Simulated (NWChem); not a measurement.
Molecule: MgH2; SMILES [MgH2]

```xyz
3

Mg     0.0000     0.0000     0.0000
H      0.0000     0.0000    -1.7125
H      0.0000     0.0000     1.7125
```
Atoms are numbered in this order, from 1.

All runs: NWChem. Pople sets run with spherical d functions. Structure relaxed at the B3LYP/6-31G* (spherical d) level. Vzz is the largest principal value of the second derivative of the potential at the nucleus (NWChem prints the opposite sign); η is the asymmetry. Non-relativistic.

```
level           Vzz Mg1 (a.u.)  η Mg1
--------------  --------------  -----
PBE/cc-pVTZ             -0.978   0.00
PBE/def2-TZVP                …   0.00
B3LYP/def2-SVP          -1.006   0.00
B3LYP/6-31G*            -0.861   0.00
```

Problem. Fill in the missing entries.

Solution. 
- PBE/def2-TZVP, Vzz Mg1 (a.u.): -1.139
